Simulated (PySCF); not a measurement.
Species: 1,4-difluorobenzene, C6H4F2.
Atom-mapped SMILES: `[F:1][c:2]1[cH:3][cH:4][c:5]([F:6])[cH:7][cH:8]1` (hydrogens: H9 on C3; H10 on C4; H11 on C7; H12 on C8)

Cartesian coordinates in Å at the GFN2-xTB level; atoms count from 1:
```
atom  x, y, z in Å
F1    -2.6842   -0.3492   -0.0704
C2    -1.3486   -0.1751   -0.0362
C3    -0.5293   -1.2905   -0.0159
C4     0.8417   -1.1123    0.0187
C5     1.3491    0.1753    0.0312
F6     2.6850    0.3480    0.0641
C7     0.5297    1.2906    0.0114
C8    -0.8417    1.1128   -0.0227
H9    -0.9649   -2.2767   -0.0270
H10    1.5130   -1.9557    0.0362
H11    0.9655    2.2766    0.0226
H12   -1.5142    1.9556   -0.0380
```

Method used: B3LYP/def2-SVPD in PySCF (dipole) on a GFN2-xTB geometry, gas phase.

Masses are those of the commonest isotopes; rigid-rotor values at the optimised geometry. 

Q: Give the principal moments of inertia and the rotational constants in GHz.

A: Ia = 88.83, Ib = 352.33, Ic = 441.16 u·Å²; 505379 MHz·u·Å²/I gives 5690, 1434 and 1146 MHz, that is A = 5.6895, B = 1.4344, C = 1.1456 GHz.

Q: What kind of rotor is it?

A: An asymmetric top; Ray's κ = -0.873.

Q: What does the inertial defect say?

A: Planar: Δ = Ic − Ia − Ib = 0.00 u·Å². For a rigid frame Δ = −2 Σ m c², so it vanishes when all atoms lie in the ab plane; here none is more than 0.01 Å from it.

Q: Where do the levels up to J = 4 lie, in MHz?

A: Above 0(0,0):
J = 1: 1(0,1) 2580, 1(1,1) 6835, 1(1,0) 7124
J = 2: 2(0,2) 7726, 2(1,2) 11706, 2(1,1) 12573, 2(2,1) 25338, 2(2,0) 25352
J = 3: 3(0,3) 15409, 3(1,3) 19004, 3(1,2) 20737, 3(2,2) 33078, 3(2,1) 33149, 3(3,1) 55084, 3(3,0) 55085
J = 4: 4(0,4) 25589, 4(1,4) 28719, 4(1,3) 31605, 4(2,3) 43387, 4(2,2) 43598, 4(3,2) 65431, 4(3,1) 65434, 4(4,1) 96203, 4(4,0) 96203
The levels of one J sum to (2J + 1)J(J + 1)(A + B + C)/3.

The point group D2h allows no dipole (computed: 0.00 D), so a rigid rotor has no electric-dipole lines.

Q: Estimate the classical rotational partition function at 10 K, 25 K and 100 K.

A: Point group D2h, symmetry number σ = 4; q = (√π/σ)·√((kT/h)³/(ABC)), k/h = 20836.6 MHz/K: 436 at 10 K, 1720 at 25 K, 13800 at 100 K.

Stationary, but not proved a minimum. Constants of a rigid frame at the computed geometry: no zero-point averaging, no centrifugal distortion.
